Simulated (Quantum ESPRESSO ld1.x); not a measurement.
ld1.x (Quantum ESPRESSO 7.5) input

```
 &input
    atom='Ne',
    iswitch=1,
    rel=1,
    dft='SLA-NOC',
    config='[He] 2s2 2p4.5 3s0.5 3p0 4s0 3d0 4f0',
    verbosity='high',
    prefix='ld1',
    max_out_wfc=37,
    file_charge='ld1.rho',
 /
```

It prints (banner and zero overlaps left out):

```
     Program LD1 v.7.5 starts

     --------------------------- All-electron run ----------------------------

     scalar relativistic calculation

     atomic number is 10.00
     dft =SLA-NOC   lsd =0 sic =0 latt =0  beta=0.20 tr2=1.0E-14
     Exchange-correlation= SLA-NOC
                           (   1   0   0   0   0   0   0)
     mesh =1865 r(mesh) = 100.42537 a.u. xmin = -8.00 dx = 0.00800
     1 Ry =  13.60569312 eV, c = 137.03599908

     n l     nl                  e(Ry)          e(Ha)          e(eV)
     1 0     1S 1( 2.00)     -62.827243104     -31.413621552   -854.8081894
     2 0     2S 1( 2.00)      -4.399072365      -2.199536183    -59.8524286
     2 1     2P 1( 4.50)      -2.721975855      -1.360987928    -37.0343682
     3 0     3S 1( 0.50)      -0.600524407      -0.300262203     -8.1705508
     3 1     3P 1( 0.00)      -0.380837190      -0.190418595     -5.1815539
     4 0     4S 1( 0.00)      -0.189374904      -0.094687452     -2.5765768
     3 2     3D 1( 0.00)      -0.168771132      -0.084385566     -2.2962482
     4 3     4F 1( 0.00)      -0.066840631      -0.033420316     -0.9094131

     final scf error:  1.1E-15 reached in  32 iterations

     Etot =    -252.746724 Ry,    -126.373362 Ha,   -3438.794370 eV

     Ekin =     253.281805 Ry,     126.640902 Ha,    3446.074512 eV
     Encl =    -598.178882 Ry,    -299.089441 Ha,   -8138.638296 eV
     Eh   =     112.542234 Ry,      56.271117 Ha,    1531.215096 eV
     Exc  =     -20.391881 Ry,     -10.195941 Ha,    -277.445681 eV
```

Run on one thread of a shared host, so times are rough (Intel(R) Xeon(R) Processor @ 2.60GHz): 0.65 s of CPU time, 0.66 s wall, 32 iterations on 1865 mesh points.
